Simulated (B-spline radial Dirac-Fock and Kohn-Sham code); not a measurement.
## Electron momentum distribution of Sm: Compton profiles

System: the Sm atom, configuration [Xe] 4f8 (not the ground configuration).

The run's input, task.json:

```json
{"items": [{
  "Z": 62,
  "q": 0,
  "cfg": [[1, 0, 2], [2, 0, 2], [2, 1, 6], [3, 0, 2], [3, 1, 6], [3, 2, 10], [4, 0, 2], [4, 1, 6], [4, 2, 10], [4, 3, 8], [5, 0, 2], [5, 1, 6]],
  "A": 152,
  "rrms": 5.0819,
  "do": ["scatter"],
  "s": [0.0, 0.08, 0.09, 0.11, 0.13, 0.15, 0.18, 0.21, 0.25, 0.3, 0.35, 0.41, 0.49, 0.57, 0.68, 0.8, 0.94, 1.11, 1.3, 1.54, 1.81, 2.13, 2.51],
  "pz": [0, 0.1, 0.2, 0.3, 0.4, 0.5, 0.6, 0.8, 1.0, 1.2, 1.4, 1.6, 1.8, 2.0, 2.5, 3.0, 4.0, 5.0, 7.0, 10.0, 15.0, 20.0, 30.0, 40.0, 60.0, 100.0],
  "hv_scatter": [1000, 2000, 8047.8, 17479.3, 20000, 50000, 100000, 500000]
}]}
```

Run with: `python xray_run.py task.json out`

These are calculated numbers from a radial B-spline solver; the model is the impulse approximation on Dirac-Fock orbitals of the configuration average with a finite nucleus. pz is in atomic units of momentum; subshell profiles are per electron, for a selection of subshells; open shells are spread over both j values by their weights.

```csv
pz,J total,J 3s1/2,J 4p3/2,J 4d3/2,J 5p3/2
0,9.588,0.101,0.145,0.115,0.435
0.1,9.565,0.101,0.145,0.115,0.435
0.2,9.411,0.101,0.145,0.115,0.434
0.3,9.033,0.101,0.145,0.115,0.429
0.4,8.605,0.101,0.145,0.115,0.419
0.5,8.203,0.100,0.145,0.115,0.401
0.6,7.810,0.0996,0.145,0.115,0.375
0.8,7.010,0.0982,0.144,0.115,0.304
1,6.236,0.0965,0.142,0.115,0.222
1.2,5.568,0.0944,0.140,0.114,0.149
1.4,5.040,0.0920,0.136,0.114,0.0926
1.6,4.641,0.0893,0.130,0.113,0.0550
1.8,4.337,0.0864,0.124,0.111,0.0325
2,4.091,0.0832,0.116,0.108,0.0206
2.5,3.577,0.0746,0.0937,0.0987,0.0128
3,3.089,0.0653,0.0695,0.0852,0.0125
4,2.210,0.0469,0.0313,0.0541,0.00792
5,1.602,0.0313,0.0133,0.0287,0.00309
7,1.004,0.0130,0.00824,0.00643,0.000910
10,0.6105,0.00746,0.00522,0.00297,0.000658
15,0.2893,0.00585,0.000734,0.00197,9.15e-05
20,0.1530,0.00227,0.000462,0.000741,5.09e-05
30,0.05460,0.000271,0.000260,8.78e-05,2.94e-05
40,0.02437,0.000227,8.68e-05,1.29e-05,9.84e-06
60,0.007130,0.000118,1.00e-05,< 1e-6,1.14e-06
100,0.001169,1.90e-05,< 1e-6,< 1e-6,< 1e-6
```

J(0) = 9.588. The 5p3/2 subshell gives the largest part, 18 %.

Mean momentum ⟨p⟩ by subshell (a.u.): 1s1/2 60.1, 2s1/2 21.4, 2p1/2 28.5, 2p3/2 26.3, 3s1/2 10.7, 3p1/2 12.8, 3p3/2 12.1, 3d3/2 14.5, 3d5/2 14.3, 4s1/2 5.33, 4p1/2 5.94, 4p3/2 5.67, 4d3/2 6.06, 4d5/2 5.96, 4f5/2 4.77, 4f7/2 3.77, 5s1/2 1.94, 5p1/2 1.99, 5p3/2 1.85.
